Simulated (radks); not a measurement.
Results of a calculation; reference values are marked as such.
Question: The antimony ion Sb+, 50 electrons, occupied as [Kr] 4d10 5s2 5p2 (the NIST ground configuration). Code: a radial shooting solver on a logarithmic mesh with Libxc functionals. Model: Dirac Kohn-Sham, Slater X-alpha with alpha = 1.014, spin-unpolarised, spherical densities, point nucleus; open shells fill j = l - 1/2 first.

Spin-orbit splittings of the eigenvalues, e(l+1/2) - e(l-1/2), with zeta = 2 splitting/(2l+1) and mean radii in bohr:

| shell | occ. | splitting (eV) | zeta (eV) | <r> j=l-1/2 | <r> j=l+1/2 |
|---|---|---|---|---|---|
| 2p | 6 | 256.2 | 170.8 | 0.1027 | 0.1081 |
| 3p | 6 | ? | ? | 0.3176 | 0.3288 |
| 3d | 10 | 10.07 | 4.027 | 0.2992 | 0.3027 |
| 4p | 6 | 8.995 | 5.996 | 0.8180 | 0.8464 |
| 4d | 10 | 1.359 | 0.5436 | 0.9846 | 0.9966 |
| 5p | 2 | 0.8934 | 0.5956 | 2.430 | 2.520 |

Estimate the 3p splitting.

Answer: 47.79 eV (zeta = 31.86 eV).
